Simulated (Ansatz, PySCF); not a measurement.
Dissociation curve of KH, singlet.

Methods: RKS-PBE = restricted PBE/def2-TZVP run with Ansatz (a quantum-chemistry and plane-wave program); UKS-PBE = unrestricted PBE/def2-TZVP in Ansatz; RKS-CAM-B3LYP = restricted CAM-B3LYP/def2-TZVP (PySCF); UCCSD(T) = PySCF with CCSD(T) on UHF/def2-TZVP, 5 core orbitals frozen.

Energies relative to the lowest point of each curve near equilibrium, in kcal/mol; the last columns give the difference from UCCSD(T):

```tsv
R / Å	RKS-PBE	UKS-PBE	RKS-CAM-B3LYP	UCCSD(T)	RKS-PBE − UCCSD(T)	UKS-PBE − UCCSD(T)	RKS-CAM-B3LYP − UCCSD(T)
1.80	13.2	13.2	13.6	14.6	-1.5	-1.5	-1.0
1.92	6.4	6.4	6.6	7.2	-0.8	-0.8	-0.7
2.03	2.7	2.7	2.7	3.1	-0.4	-0.4	-0.4
2.15	0.6	0.6	0.5	0.7	-0.1	-0.1	-0.2
2.20	0.2	0.2	0.1	0.2	-0.1	-0.1	-0.1
2.26	0.0	0.0	0.0	0.0	0.0	0.0	0.0
2.35	0.2	0.2	0.3	0.2	0.1	0.1	0.2
2.41	0.7	0.7	0.8	0.6	0.1	0.1	0.3
2.46	1.1	1.1	1.4	1.1	0.1	0.1	0.4
2.65	3.8	3.8	4.5	3.7	0.1	0.1	0.8
2.81	6.7	6.7	7.8	6.6	0.1	0.1	1.2
3.06	11.7	11.7	13.6	11.7	0.0	0.0	1.9
3.37	17.9	17.9	21.1	17.8	0.1	0.1	3.2
3.77	25.2	24.5	30.1	24.6	0.6	-0.1	5.5
4.06	29.8	28.1	36.1	28.5	1.2	-0.5	7.5
4.56	36.2	32.5	45.0	32.8	3.4	-0.3	12.2
5.01	40.5	35.1	51.6	34.2	6.4	0.9	17.4
5.58	44.6	37.2	58.4	34.7	9.9	2.5	23.7
6.09	47.2	38.3	63.1	34.8	12.4	3.5	28.3
6.82	49.6	39.3	68.1	34.9	14.8	4.4	33.3
7.88	51.6	39.6	72.8	34.9	16.7	4.8	38.0
9.03	52.7	39.6	76.0	34.9	17.8	4.8	41.1
```

RKS-PBE is furthest from UCCSD(T) at 9.03 (17.8 kcal/mol, above); its mean absolute difference over the points is 3.9 kcal/mol.

UKS-PBE is furthest from UCCSD(T) at 7.88 (4.8 kcal/mol, above); its mean absolute difference over the points is 1.1 kcal/mol.

RKS-CAM-B3LYP is furthest from UCCSD(T) at 9.03 (41.1 kcal/mol, above); its mean absolute difference over the points is 9.9 kcal/mol.

The restricted form behind RKS-PBE, RKS-CAM-B3LYP keeps the bonding electrons paired and can't separate into open-shell fragments. The unrestricted determinant behind UKS-PBE is spin-contaminated at 3.37 to 9.03 Å (<S²> up to 1.0, against 0.00 for a pure singlet). At the longest distance RKS-CAM-B3LYP leaves fractional charges on the fragments, a sign of delocalisation error or of the restricted form. The unrestricted determinant behind UCCSD(T) is spin-contaminated at 3.06 to 9.03 Å (<S²> up to 1.0, against 0.00 for a pure singlet).
